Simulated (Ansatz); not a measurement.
Isolated molecules relaxed with PBE0-D4/def2-TZVP in Ansatz; ΔE leaves out vibrations. CBS: MP2 limit from def2 TZ/QZ plus the TZ coupled-cluster correction, frozen cores. This one scheme is used for every species. DFT in def2-TZVPP. Each species was taken in one conformer, which may not be the lowest.

Consider the substitution at a C–B bond: `C=CCB(C)F` + silanol → `C=CCO[SiH3]` + `CBF`.

CCSD(T)/CBS gives +95.9 kJ/mol.

Problem. Another level gave +90.7 kJ/mol. Which?
A. HF/def2-TZVPP
B. B2PLYP/def2-TZVPP
C. BLYP/def2-TZVPP
D. r2SCAN0/def2-TZVPP

Solution. B. B2PLYP 90.7, r2SCAN0 98.4, BLYP 84.7, HF/def2-TZVPP 79.1 kJ/mol.

Problem. What do rigid-rotor, harmonic-oscillator terms from PBE0-D4/def2-TZVP frequencies (298.15 K, 1 bar) make of the CCSD(T)/CBS value? (Best estimate.)

Solution. Ansatz gave: ΔZPE = -1.6 kJ/mol, ΔH = +93.9 kJ/mol, ΔS = 4 J/(mol·K), ΔG = +92.8 kJ/mol. Modes under 50 cm⁻¹ make the entropy rough.

Largest T1 diagnostic among the species: 0.012.

At CCSD(T), def2-SVP lies −13.0 kJ/mol from the extrapolated value and def2-TZVPP −2.2 kJ/mol. Leaving LDA and LC-ωPBE aside and taking each functional with its dispersion term where it has one, the values, not all of them listed here, spread over 12.0 kJ/mol, from BLYP-D4 to r2SCAN0-D4. LDA lies +3.9 kJ/mol from PBE without D4.
